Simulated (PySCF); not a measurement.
B3LYP has the VWN-RPA correlation part, as in Gaussian. 

```xyz
7

B     -1.1598    -0.5822     0.1558
B     -0.9853     0.8280    -0.2335
Si     0.8166    -0.0941     0.0297
H     -1.2338    -1.7113     0.4665
H     -0.7789     1.9418    -0.5394
H      1.8129     0.9609    -0.2556
H      1.5283    -1.3431     0.3766
```

Charge 0, multiplicity 1.

Give the Mulliken and meta-Löwdin atomic charges from B3LYP-D3(BJ)/def2-TZVP (PySCF).


```csv
atom,Mulliken (e),meta-Löwdin (e)
B1,-0.07,-0.25
B2,-0.07,-0.25
Si3,0.05,0.47
H4,0.05,0.07
H5,0.05,0.07
H6,0.00,-0.05
H7,0.00,-0.05
```
